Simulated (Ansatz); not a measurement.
Cartesian coordinates in Å:
```
C 1.7326 0.6614 0.0982
C 0.4991 0.5731 0.5879
Si -0.7310 -0.6552 -0.0513
N -2.2166 0.1636 -0.4820
H 2.0719 0.0202 -0.7113
H 2.4593 1.3739 0.4786
H 0.2083 1.2445 1.3941
H -0.0964 -1.4095 -1.1723
H -1.1375 -1.6227 1.0130
H -2.7897 -0.3494 -1.1549
```

Total charge 0; spin multiplicity 2.

List the r2SCAN/def2-TZVPP orbital energies in eV (the Gaussian-basis code of Ansatz). (Best estimate.)

The calculation gave: α occupied: -1791.08, -385.84, -273.47, -273.07, -141.52, -96.39, -96.37, -96.35, -21.92, -20.09, -15.20, -13.30, -11.83, -10.72, -10.33, -9.43, -8.16, -7.46, -7.31, -7.17. α empty: -1.41, 0.57, 1.05, 1.81, 2.16, 2.21, 2.61, 3.11. β occupied: -1791.09, -385.26, -273.47, -273.06, -141.52, -96.40, -96.38, -96.36, -20.41, -19.98, -15.17, -13.21, -11.75, -10.40, -10.28, -8.88, -8.03, -7.26, -6.72. β empty: -4.06, -1.38, 0.71, 1.11, 1.87, 2.26, 2.40, 2.75. ⟨S²⟩ = 0.756.
